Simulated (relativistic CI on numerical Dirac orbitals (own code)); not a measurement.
Sensitivity of the levels of Pb61+ to α and to the nuclear radius

Computed by Dirac-Coulomb-Breit CI, orbitals from a KLI potential per configuration, derivatives by finite differences, unscaled Slater integrals, QED left out (own radial code, finite nucleus).

Configurations in the expansion (outside the closed core [Ne]): 3s2 3p6 3d3, 3s2 3p5 3d4, 3s 3p6 3d4, 3p6 3d5, 3s2 3p6 3d2 4s, 3s2 3p6 3d2 4p, 3s2 3p6 3d2 4d, 3s2 3p5 3d3 4s. Levels of other configurations are missing.

With x = (α/α₀)² − 1 an excitation energy changes as ω = ω₀ + qx; K = 2q/ω₀ is the relative enhancement. Terms are leading LS components, so labels can repeat. The field-shift factor is F = δν/δ⟨r²⟩ for the transition from the lowest level.

Lowest level 3s2 3p6 3d3 2D_3/2.

```csv
Level,ω₀ (cm⁻¹),q (cm⁻¹),F (GHz/fm²)
3s2 3p6 3d3 4F_5/2,883778,988000,37.8
3s2 3p6 3d3 4P_3/2,942145,984200,37.6
3s2 3p6 3d3 2H_9/2,971350,966900,38.6
3s2 3p6 3d3 2G_7/2,978513,983100,38.2
3s2 3p6 3d3 4P_1/2,993967,984000,37.1
3s2 3p6 3d3 2D_5/2,1224183,1.011e+06,39.6
3s2 3p6 3d3 4F_7/2,1847719,1.968e+06,75.9
3s2 3p6 3d3 4F_9/2,1891247,1.966e+06,76.7
3s2 3p6 3d3 4P_3/2,1946208,1.98e+06,75.2
3s2 3p6 3d3 2P_1/2,1974386,1.979e+06,75.4
3s2 3p6 3d3 2H_11/2,1976538,1.954e+06,77.8
3s2 3p6 3d3 4P_5/2,1982257,1.966e+06,73.8
3s2 3p6 3d3 2F_7/2,2070017,1.963e+06,75.8
3s2 3p6 3d3 2F_5/2,2074185,1.987e+06,75.4
3s2 3p6 3d3 2D_3/2,2276190,1.998e+06,78.4
3s2 3p5 3d4 4P°_3/2,2666505,211800,45.5
3s2 3p6 3d3 2G_9/2,2859049,2.959e+06,114
3s2 3p6 3d3 2P_3/2,2994786,2.965e+06,113
3s2 3p6 3d3 2D_5/2,3092099,2.961e+06,115
3s2 3p5 3d4 4D°_5/2,3489573,1.198e+06,82.9
3s2 3p5 3d4 4P°_1/2,3563752,1.198e+06,80.4
3s2 3p5 3d4 2D°_3/2,3575071,1.186e+06,82.9
3s2 3p5 3d4 4F°_9/2,3587532,1.18e+06,83.8
```

At this charge energies of transitions that change n are usually good to better than 1 %, and those within a shell (Δn = 0) to a few per cent.

**Question.** Which transition from the lowest level has the largest |K|?

**Answer.** 3s2 3p6 3d3 4F_5/2 at 883778 cm⁻¹, K = 2.24.
